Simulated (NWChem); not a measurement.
## Basis-set convergence for C2H3Br

```xyz
6

C      2.0921    -0.3855     0.0000
C      0.8434    -0.8388     0.0000
Br    -0.6699     0.2761     0.0000
H      2.3278     0.6812     0.0000
H      2.9209    -1.0988     0.0000
H      0.5857    -1.9004     0.0000
```
Charge 0, spin multiplicity 1.

Program: NWChem. The geometry was optimised at PBE0/def2-SVP, a minimum by its harmonic frequencies.

Quantity: dipole moment at the level B3LYP.

The Hamiltonian is non-relativistic. B3LYP has NWChem's definition, with VWN1-RPA local correlation. The Pople sets run with spherical d functions. The structure started from a generated list of species.

```csv
basis,functions,dipole moment (D)
STO-3G,31,(withheld)
3-21G,46,(withheld)
6-31G*,66,1.51
pcseg-1,70,(withheld)
cc-pVDZ,70,1.29
6-311G**,98,1.40
aug-cc-pVDZ,109,1.42
def2-TZVP,128,1.39
pcseg-2,145,1.40
def2-TZVPD,158,1.39
```

### Question
What belongs in the gaps?

### Answer

- STO-3G, dipole moment (D): 0.95
- 3-21G, dipole moment (D): 1.21
- pcseg-1, dipole moment (D): 1.32
